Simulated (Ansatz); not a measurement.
The first iterations of a band of BrClF₃HZr (7 atoms, charge 0, multiplicity 1).

All numbers below come from Ansatz, RKS PBE/def2-SVP.

```yaml
movable_images: 7
climbing_image: yes
spring: 5.0 eV/Å²
optimiser: quadratic models (default)
start_path: through a guess of the saddle point
force_threshold: 0.03 eV/Å
iteration_limit: 60
end_points: relaxed
```

First end point:

```xyz
7
Properties=species:S:1:pos:R:3
Zr -0.079 0.009 -0.052
F -0.240 0.148 1.859
F 1.697 0.093 -0.744
F -0.833 1.652 -0.635
Cl -1.436 -1.640 -1.069
Br 1.354 -2.571 1.375
H 0.906 -1.935 2.587
```

Last end point:

```xyz
7
Properties=species:S:1:pos:R:3
Zr 0.286 -0.373 -0.111
F -0.724 -0.686 2.029
F 1.433 -0.198 -1.608
F -0.054 1.451 0.286
Cl -1.549 -1.527 -1.020
Br 1.926 -1.724 1.396
H 0.049 -1.187 2.350
```

| iteration | highest image above the first end (eV) | largest band force component (eV/Å) |
| --- | --- | --- |
| 1 | 2.349 | 3.002 |
| 2 | 0.967 | 1.633 |
| 3 | 0.547 | 0.962 |
| 4 | 0.337 | 0.622 |
| 5 | 0.261 | 0.756 |

Q: Does the band converge within its limit, and where does its top end?

A: The forces met the threshold. It ended after 15 iterations with the highest image 0.240 eV above the first end. A vibrational analysis at the climbing image gives one clearly imaginary mode, 251i cm⁻¹: a first-order saddle point. The orbitals stay closed-shell, which can raise the energy where a bond breaks towards radicals; this wasn't checked here.

Run time: 2.7 min on 4 threads of Arm Neoverse V2, with other jobs on the host, peak memory 0.21 GiB.
